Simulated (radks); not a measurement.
Results of a calculation; reference values are marked as such.
Task: Isoelectronic series with 2 electrons, each ion in its NIST ground configuration. Code: a radial shooting solver on a logarithmic mesh with Libxc functionals. Model: Dirac Kohn-Sham, PBE, spin-unpolarised, spherical densities, finite nucleus; Fermi nuclear charge, rms radius of each element as measured or else 0.836 A^(1/3) + 0.57 fm. Total energies (hartree) and mean radii <r> (bohr):

| ion | configuration | E (hartree) | 1s1/2 |
|---|---|---|---|
| He | [He] | -2.89307 | 0.9458 |
| Li+ | [He] | -7.25756 | 0.5789 |
| Be2+ | [He] | -13.62232 | 0.4174 |
| B3+ | [He] | -21.98899 | 0.3264 |
| C4+ | [He] | -32.35915 | 0.2680 |
| N5+ | [He] | -44.73458 | 0.2273 |
| O6+ | [He] | -59.11735 | 0.1973 |
| F7+ | [He] | -75.50982 | 0.1743 |
| Ne8+ | [He] | -93.91468 | 0.1561 |
| Mg10+ | [He] | -136.77395 | 0.1290 |
| Al11+ | [He] | -161.23537 | 0.1187 |
| Si12+ | [He] | -187.72319 | 0.1100 |
| S14+ | [He] | -246.79582 | 0.09576 |
| Cl15+ | [He] | -279.39034 | 0.08994 |
| Ar16+ | [He] | -314.03075 | 0.08477 |
| K17+ | [He] | -350.72281 | 0.08016 |
| Ca18+ | [He] | -389.47259 | 0.07602 |
| Sc19+ | [He] | -430.28656 | 0.07227 |

Estimate the row of P13+ ([He]).

Result: E (hartree) -216.24178; 1s1/2 0.1024.
